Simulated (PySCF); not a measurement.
**Assignment exercise: C5H11ClOSi**

Structure with atom numbers: `[CH3:1][Si:2]([CH3:3])([CH3:4])[CH2:5][C:6](=[O:7])[Cl:8]` (H(Xn): hydrogen on atom n).

PySCF 2.14 calculation with shielding tensors at PBE0/pcSseg-1 (GIAO) and GFN2-xTB geometry; single conformer, fast rotation and ring inversion assumed for equivalent nuclei, relativity neglected, gas phase.

Scale: TMS for 13C (σref 186.93), 1H (σref 31.72) (reference shieldings calculated alike).

Q: Assign these signals to the numbered atoms. 13C{1H} NMR (computed): δ 180.7, 41.9, -1.2.

A: 
```tsv
δ (ppm)	atoms	environment	reason
180.7	C6	carbonyl carbon	–
41.9	C5	sp3 CH2 bonded to Si, α to a carbonyl	the adjacent C=O deshields it moderately
-1.2	C1/C3/C4	methyl carbon bonded to Si	an electropositive neighbour leaves it electron-rich and shielded
```

Q: Assign these signals to the numbered atoms. 1H NMR (400 MHz, computed): δ 2.33 (s, 2H), 0.25 (s, 9H).

A: 
2.33 → H(C5), hydrogen on an sp3 CH2 bonded to Si, α to a carbonyl: α to C=O
0.25 → H(C1)/H(C3)/H(C4), hydrogen on a methyl carbon bonded to Si: an electropositive neighbour shields it, as in TMS itself

Carbons that carry Cl, above all several Cl atoms, come out too deshielded, partly because spin–orbit coupling is missing. Shifts are as computed. Against solution values, carbons near 30 ppm lie about +3 ppm off and those near 130 ppm about +5 ppm; carbons on Cl a further +6 ppm. Of 1211 compounds with measured shifts, 218 miss one by over three times the rms of a fit or turn the order of signals round; such compounds aren't used in these exercises. Multiplicities follow the n + 1 count of equivalent neighbours, as no J values were calculated; m marks all less simple cases, F and P coupling included.
